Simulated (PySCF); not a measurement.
**Computed against measured: harmonic wavenumber ωe**

HF, PBE0, r²SCAN in PySCF with x2c-SVPall on every atom, spin-free X2C, for the lowest determinant that a PBE0 search found; no spin–orbit coupling. Measured values: Huber and Herzberg, Constants of Diatomic Molecules (1979).

```csv
molecule,measured (cm⁻¹),HF,PBE0,r²SCAN
BeO,1487.32,1687,1527,1484
N2,2358.57,2792,2528,2471
RbH,936.94,919,945,926
AlI,316.1,316,323,321
CaS,462.23,495,497,494
SiS,749.64,829,768,752
AlCl,481.3,497,492,490
O2,1580.193,2046,1771,1674
```

Task: Give the mean signed and mean absolute error of each level in %, and name the best.

Result: HF +10.0 and 10.5; PBE0 +4.6 and 4.6; r²SCAN +2.5 and 2.8. On this set r²SCAN is closest.

Task: Which molecule does HF miss most?

Result: O2, by +29.5 %.

The molecules are drawn from runs that passed checks on state, spin purity and fit, so the hardest cases are missing and the errors look smaller than over all diatomics.

Spin–orbit coupling is left out. States were picked by a PBE0 search and need not be the measured ground states.
